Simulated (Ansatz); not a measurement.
Species: SbBr₂, net charge -1, singlet state. 
Coordinates optimised at B3LYP-D3(BJ)/def2-TZVP (Ansatz, a program for electronic structure):
```
Sb
Br 1 2.6503
Br 1 2.6503 2 99.68
```
Charge -1, spin multiplicity 1.

Basis-set convergence of Hartree-Fock and CCSD correlation energies (hartree) with Ansatz. Cores are frozen in the correlated levels unless marked. No spin-orbit coupling. The frozen core is the preceding noble-gas configuration, with the filled d and f shells of earlier blocks. In def2 rows, elements after Kr have scalar-relativistic effective core potentials. This anion needs diffuse functions, which these sets lack.

```json
[
 {"basis": "def2-SVP", "functions": "90", "E(HF)": "-5383.57965", "E(corr, CCSD)": "-0.34992"},
 {"basis": "def2-TZVPP", "functions": "146", "E(HF)": "(withheld)", "E(corr, CCSD)": "(withheld)"}
]
```

Problem. Complete the blanks.

Solution. 
- def2-TZVPP, E(HF): -5384.22654
- def2-TZVPP, E(corr, CCSD): -0.47067
